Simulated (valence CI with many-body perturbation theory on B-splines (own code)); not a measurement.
# Bi⁵⁰⁺: what each term of the Hamiltonian does

Calculated by relativistic CI+MBPT: five valence electrons over a frozen Dirac-Fock core [Ar] 3d10, a basis of 9 s, 9 p, 8 d, 6 f, 3 g, 1 h functions for each j, with the one-electron correlation potential Σ1 (screened to all orders), the two-electron term Σ2, the three-electron term Σ3, Breit, model QED; selected single and double excitations, second order for the rest (own B-spline code, finite nucleus).

The last digits are not significant, and no measured levels were compared; by estimate large intervals hold to a few tenths of a per cent, small ones and those within an open d or f shell to about a per cent. Among the levels kept, up to 330 cm⁻¹ of a level comes from second order outside the variational space, and about a tenth of that is noise between levels of different J, which matters for small intervals.

Each rung adds one term. CI alone is the Dirac-Coulomb CI over the frozen core; QED comes last and gives the full result, which names the levels. Energies are above (4s^2 4p1/2^2 4p3/2) J=3/2 on the same rung, in eV.

Levels are named by their leading jj configuration (3d3/2^4 stands for four electrons in 3d with j = 3/2), which in mixed levels can hold well under half, so a name can repeat and another be missing. Letters in brackets count levels of one name in rising energy.

```
                             Level  CI alone
        (4s^2 4p1/2 4p3/2^2) J=3/2    170.52
        (4s^2 4p1/2 4p3/2^2) J=5/2    177.10
        (4s^2 4p1/2 4p3/2^2) J=1/2    185.26
        (4s^2 4p1/2^2 4d3/2) J=3/2    187.91
        (4s^2 4p1/2^2 4d5/2) J=5/2    233.81
        (4s 4p1/2^2 4p3/2^2) J=5/2    294.06
        (4s 4p1/2^2 4p3/2^2) J=1/2    311.87
        (4s 4p1/2^2 4p3/2^2) J=3/2    314.19
              (4s^2 4p3/2^3) J=3/2    356.97
(4s^2 4p1/2 4p3/2 4d3/2) J=5/2 [a]    357.45
(4s^2 4p1/2 4p3/2 4d3/2) J=3/2 [a]    358.25
(4s^2 4p1/2 4p3/2 4d3/2) J=1/2 [a]    358.29
    (4s^2 4p1/2 4p3/2 4d3/2) J=7/2    364.20
(4s^2 4p1/2 4p3/2 4d3/2) J=5/2 [b]    382.41
(4s^2 4p1/2 4p3/2 4d3/2) J=3/2 [b]    384.60
(4s^2 4p1/2 4p3/2 4d3/2) J=1/2 [b]    385.52
```

Question: What do these energies become with core correlation, Breit and QED?

Answer: (4s^2 4p1/2 4p3/2^2) J=3/2 169.47 (-1.047); (4s^2 4p1/2 4p3/2^2) J=5/2 175.86 (-1.238); (4s^2 4p1/2 4p3/2^2) J=1/2 184.00 (-1.254); (4s^2 4p1/2^2 4d3/2) J=3/2 186.57 (-1.341); (4s^2 4p1/2^2 4d5/2) J=5/2 231.56 (-2.247); (4s 4p1/2^2 4p3/2^2) J=5/2 292.28 (-1.779); (4s 4p1/2^2 4p3/2^2) J=1/2 309.82 (-2.050); (4s 4p1/2^2 4p3/2^2) J=3/2 311.81 (-2.376); (4s^2 4p3/2^3) J=3/2 354.65 (-2.328); (4s^2 4p1/2 4p3/2 4d3/2) J=5/2 [a] 354.99 (-2.463); (4s^2 4p1/2 4p3/2 4d3/2) J=3/2 [a] 355.76 (-2.491); (4s^2 4p1/2 4p3/2 4d3/2) J=1/2 [a] 355.91 (-2.386); (4s^2 4p1/2 4p3/2 4d3/2) J=7/2 361.56 (-2.642); (4s^2 4p1/2 4p3/2 4d3/2) J=5/2 [b] 378.86 (-3.551); (4s^2 4p1/2 4p3/2 4d3/2) J=3/2 [b] 380.84 (-3.760); (4s^2 4p1/2 4p3/2 4d3/2) J=1/2 [b] 381.94 (-3.577).

Question: How does the ionisation energy move along the ladder, and which term matters most?

Answer: CI alone 2838.3, + Σ1 2840.0, + Σ2 2840.3, + Σ3 2840.0, + Breit 2837.7, + QED 2837.4 eV. The largest step is Breit, -2.3 eV. NIST lists 2835 ± 4 eV (theoretical).
